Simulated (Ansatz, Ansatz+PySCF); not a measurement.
```xyz
4

N     0.0000    0.0000   -0.4711
H     0.0000    0.0000    3.2974
O    30.0000    0.0000   -0.5941
O    30.0000    0.0000    0.5941
```

Basis set: 6-31G (spherical functions). Left uncorrelated: 3 orbitals. Charge 0, multiplicity 5.

Computed with Ansatz (development build ahead of 0.2.0); each method stands on the lowest determinant of its kind that the runs found.

The atomization energy at this shape (free ground-state atoms in the same class of orbitals less the molecule, no zero-point energy) of quintet HNO2 in separate pieces:

```
 method  atomization energy
UHF-MP2      74.13 kcal/mol
    UHF      -9.29 kcal/mol
```

(1) What does UHF-CCSD(T) give?

Results:

(1) 65.11 kcal/mol. Caution: the unrestricted determinant is a mixture of spin states.

This basis has no polarisation functions and is too small for such energies, which can lie far from measured ones in either direction.
